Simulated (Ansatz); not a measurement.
Reaction: HS2 (SMILES S[S], doublet) → HS2- (SMILES [S-]S) (an electron is taken up)
Each species at its own B3LYP-D3(BJ)/def2-TZVP minimum (Ansatz, an electronic-structure program).

Total energies in hartree (Ansatz). UHF or UKS for unpaired electrons; spin-orbit terms are left out. Correlated methods leave the cores frozen. No relativity.

```tsv
species	HF/aug-cc-pV(T+d)Z	CCSD(T)/aug-cc-pV(T+d)Z	HF/aug-cc-pV(Q+d)Z	CCSD(T)/aug-cc-pV(Q+d)Z	CCSDT(Q)/aug-cc-pV(T+d)Z
1: HS2 (SMILES [S]S, doublet)	-795.67460	-796.06394	-795.68100	-796.09428	-796.06666
2: HS2- (SMILES [S-]S)	-795.70854	-796.13161	-795.71450	-796.16382	-796.13399
```

**Question.** Work out the adiabatic electron affinity (electronic), positive where energy is released in eV: take Hartree-Fock from aug-cc-pV(Q+d)Z, extrapolate the CCSD(T) correlation energy as X^-3 (X = 3, 4), and add CCSDT(Q) - CCSD(T) in aug-cc-pV(T+d)Z. 1 hartree = 27.211 eV.

**Answer.** 
Species 1: correlation (64·(-0.41328) - 27·(-0.38934))/37 = -0.43075; step -0.00272; E1 = -795.68100 + (-0.43075) + (-0.00272) = -796.11447
Species 2: correlation (64·(-0.44932) - 27·(-0.42307))/37 = -0.46848; step -0.00238; E2 = -795.71450 + (-0.46848) + (-0.00238) = -796.18536
+1·E1 -1·E2 = 0.07089 hartree = 1.93 eV.
